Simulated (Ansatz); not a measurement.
`OB(Br)Br` + H–F → `FB(Br)Br` + H₂O at 298.15 K and 1 bar (ligand exchange at a B–O bond).

Computed with Ansatz on PBE0-D4/def2-TZVP structures; ΔE is electronic, products minus reactants. CCSD(T)/CBS is the MP2 limit (def2-TZVPP, def2-QZVPP) plus CCSD(T) − MP2 in def2-TZVPP, frozen cores. This one scheme is used for every species. For Br outer-core shells are correlated without core-valence functions, which leaves a few kJ/mol of doubt a bond. Scalar relativity is left out up to krypton. Each species was taken in one conformer, which may not be the lowest.

```
   species  CCSD(T)/CBS energy (Eh)  H − E (kJ/mol)  S (J/(mol·K))
`OB(Br)Br`              -5247.33602            68.8          319.1
       H–F               -100.39570            33.5          173.6
`FB(Br)Br`              -5271.35159            35.6          310.7
       H₂O                -76.37941            66.4          188.7
```

H − E and S are ideal-gas, rigid-rotor, harmonic terms from PBE0-D4/def2-TZVP, for one conformer and one mirror image of each species. 1 Eh = 2625.50 kJ/mol, R = 8.31446 J/(mol·K).

Q: By hand: ΔE, ΔH, ΔS and ΔG.

A: ΔE = (-5271.35159) + (-76.37941) − (-5247.33602) − (-100.39570) = 0.00072 Eh = 1.9 kJ/mol. Δ(H − E) = 35.6 + 66.4 − 68.8 − 33.5 = -0.3, so ΔH = 1.6 kJ/mol. ΔS = 310.7 + 188.7 − 319.1 − 173.6 = 6.7 J/(mol·K). ΔG = 1.6 − 298.15 × (6.7)/1000 = -0.4 kJ/mol.

Q: By hand: the equilibrium constant, and the temperature at which ΔG would vanish if ΔH and ΔS stayed fixed.

A: log₁₀ K = −ΔG/(RT ln 10) = 0.1. ΔG = 0 at ΔH/ΔS = 239 K, though so small a ΔH makes that figure unsure.

TΔS isn't small against ΔH here. The sign of ΔG lies within the doubt. A doubt of 5 kJ/mol in ΔE shifts log₁₀ K by 0.9 here. Other conformers and mirror images would add mixing entropy, several J/(mol·K) or more a flexible species. These are equilibria of isolated gas molecules and say nothing of rates. Largest T1 diagnostic: 0.010 (customary marks: 0.02 for closed shells, 0.045 for open ones).
